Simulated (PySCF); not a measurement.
Stepwise substitution at one centre (C F-SH). All species are isolated molecules in the gas phase. One relaxed conformer stands for each flexible species; it need not be the lowest. Strings in code marks are SMILES.

The T1 excitation (TDA) from two functionals at the same geometries (CAM-B3LYP-D3(BJ)/def2-TZVP), both in PySCF: PBE-D3(BJ)/def2-TZVP and TPSSh-D3(BJ)/def2-TZVP. Excitations are Tamm–Dancoff values on a coarser integration grid. The basis has no diffuse functions, so Rydberg states are missing or too high.

```csv
species,TPSSh-D3(BJ)/def2-TZVP (eV)
1 of 4 F replaced by SH,5.24
"2 of 4 F replaced by SH (`FC(F)(S)S` (S–C–S–H torsion -65°, S–C–S–H torsion 65°))",4.28
3 of 4 F replaced by SH (`FC(S)(S)S`),4.23
```

Q: What does PBE-D3(BJ)/def2-TZVP give for each?

A: 
- 1 of 4 F replaced by SH: 5.07
- 2 of 4 F replaced by SH (`FC(F)(S)S` (S–C–S–H torsion -65°, S–C–S–H torsion 65°)): 3.96
- 3 of 4 F replaced by SH (`FC(S)(S)S`): 3.90
Over these rows, drawn at random from the members with no instability flagged (it was tested for open shells, ions and some series alone), PBE minus TPSSh-D3(BJ): mean -0.27 eV, from -0.33 eV to -0.17 eV.
